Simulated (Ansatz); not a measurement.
System: CMoO, net charge 0, quintet state. The spin state was set by rule; other spins were not relaxed. 
Coordinates optimised at B3LYP-D3(BJ)/def2-TZVP (Ansatz, a quantum-chemistry and plane-wave program):
```xyz
3

Mo     0.0000     0.0000    -0.6493
O      0.0000     0.0000     2.4460
C      0.0000     0.0000     1.2835
```
Charge 0, spin multiplicity 5.

Basis-set convergence of Hartree-Fock and CCSD(T) correlation energies (hartree) with Ansatz. Cores are frozen in the correlated levels unless marked. UHF or UKS for open shells. Spin-orbit coupling is left out. The frozen core is the preceding noble-gas configuration, with the filled d and f shells of earlier blocks. In def2 rows, elements after Kr have scalar-relativistic effective core potentials.

The UHF reference is spin-contaminated (<S^2> 0.64 over the pure value in the largest basis). The T1 diagnostic of CCSD in the largest basis is 0.062, which is high, so the coupled-cluster rows are less sure than usual.

```
basis       functions       E(HF)  E(corr, CCSD(T))
----------  ---------  ----------  ----------------
def2-SVP           59  -180.13031          -0.41648
def2-TZVPP        118  -180.29388          -0.52203
def2-QZVPP        195  -180.30039          -0.55447
```

Extrapolating the two largest sets (X = 3 and 4) as X^-3: E(corr) = (64·(-0.55447) - 27·(-0.52203))/37 = -0.5781 Eh, an estimate of the basis-set limit. The largest set recovers 95.9 % of it, the smallest 72.0 %.
